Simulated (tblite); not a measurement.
C6H14OSi2.
Structure used (GFN2-xTB), in Å, numbered top down from 1:
```xyz
23
C6H14OSi2 angstrom
C      3.5151    0.2787    0.2671
C      2.1474    0.2602   -0.4063
C      1.2090   -0.7544    0.2374
Si    -0.4860   -0.8119   -0.6050
O     -1.3697   -2.0685   -0.0297
Si    -2.8496   -1.7603    0.6158
C     -2.7967    0.1119    0.4562
C     -1.6810    0.5795   -0.1147
C     -1.4034    2.0291   -0.3493
H      3.4168    0.5312    1.3211
H      4.1669    1.0120   -0.2035
H      3.9876   -0.6986    0.1944
H      2.2663    0.0199   -1.4646
H      1.7056    1.2568   -0.3488
H      1.6682   -1.7428    0.1861
H      1.0999   -0.5181    1.2979
H     -0.4020   -0.9920   -2.0578
H     -2.8212   -2.2682    1.9835
H     -3.8352   -2.4091   -0.2430
H     -3.5822    0.7800    0.7865
H     -1.2406    2.2126   -1.4108
H     -2.2252    2.6549   -0.0045
H     -0.4947    2.3238    0.1750
```

Method: GFN2-xTB as coded in tblite; computed harmonic values from a numerical Hessian at the method's own geometry, unscaled. This tight-binding method is rough: wavenumbers can miss measured ones by several per cent, in bad cases by 10 to 20. Modes of hydrogen on silicon can be 10 to 20 % off. One conformer, not necessarily the lowest.

Harmonic wavenumbers (cm⁻¹): 48.4, 61.1, 61.4, 127.4, 128.8, 171.1, 185.1, 224.7, 235.5, 277.9, 321.0, 387.0, 403.1, 437.8, 486.7, 577.5, 583.3, 602.7, 637.8, 671.0, 734.4, 762.5, 780.2, 793.0, 814.8, 823.5, 839.4, 914.0, 955.9, 1005.3, 1013.7, 1016.9, 1077.3, 1121.3, 1127.4, 1224.5, 1243.5, 1257.5, 1281.9, 1352.4, 1393.6, 1414.5, 1476.6, 1478.6, 1483.1, 1503.1, 1503.6, 1508.1, 1613.0, 2232.6, 2269.7, 2285.9, 2960.5, 2972.5, 2982.0, 2987.8, 2995.3, 3009.8, 3014.9, 3026.4, 3027.8, 3028.2, 3034.3.

A = 2004, B = 678.4, C = 549.9 MHz; mass 158.058 u (most abundant isotopes); point group C1, symmetry number 1.

**Question.** What is the zero-point energy?

**Answer.** Half the sum of the wavenumbers: 39985 cm⁻¹ = 478.33 kJ/mol.

**Question.** What is S at 200 K and 1 bar for an ideal gas of classical rigid rotors and harmonic oscillators?

**Answer.** Translation 163.70, rotation 122.39, vibration 107.73: S = 393.8 J/(mol K).

**Question.** And Cp and H(200 K) − H(0)?

**Answer.** Cp = 148.07 J/(mol K), of which vibrations give 114.82 (their classical limit is 63 R = 523.8); H(200 K) − H(0) = 18.36 kJ/mol without the zero-point energy, 11.71 from vibrations.

**Question.** What must be added to the electronic energy to get the Gibbs energy at 200 K and 1 bar?

**Answer.** ZPE + [H(200 K) − H(0)] − T·S = 478.33 + 18.36 − 78.77 = 417.92 kJ/mol.

**Question.** How do the functions run with temperature in this model?

**Answer.** 
```tsv
T (K)	S (J/(mol K))	Cp (J/(mol K))	H − H(0) (kJ/mol)	G − H(0) (kJ/mol)	ln q(vib)
100	311.9	94.3	6.23	-24.96	2.38
300	464.1	202.1	35.88	-103.36	9.41
500	590.0	293.6	85.95	-209.06	16.21
800	749.0	382.1	188.47	-410.74	25.80
1000	838.7	421.0	268.98	-569.69	31.67
```

q(vib) and H(0) count from the zero-point level.

**Question.** Blend soft modes into free rotors: weight 1/[1 + (100 cm⁻¹/ν̃)⁴] for the oscillator and the rest for a rotor with moment μB/(μ + B), μ = h/(8π²ν), B = 10⁻⁴⁴ kg m². What vibrational entropy results?

**Answer.** 99.47 J/(mol K) in place of 107.73, which changes −T·S at 200 K by +1.65 kJ/mol.

**Question.** Which modes carry the vibrational entropy at 200 K?

**Answer.** 48.4 cm⁻¹: 17.13; 61.1 cm⁻¹: 15.22; 61.4 cm⁻¹: 15.18; 127.4 cm⁻¹: 9.32; 128.8 cm⁻¹: 9.24; 171.1 cm⁻¹: 7.09 J/(mol K); the other 57 give 34.56 together.

Hindered rotation and anharmonicity are outside this model. Other conformers, if any are populated, would add a mixing term that is left out. The structure is chiral; the term R ln 2 for an equal mix with its mirror image is left out.

Hardware: one thread, Intel Xeon at 2.50 GHz (x86_64), shared host with 64 logical CPUs at a one-minute load of 63. Cost: 4.7 s wall, 4.1 s CPU. This covers the Hessian and the dipole derivatives.
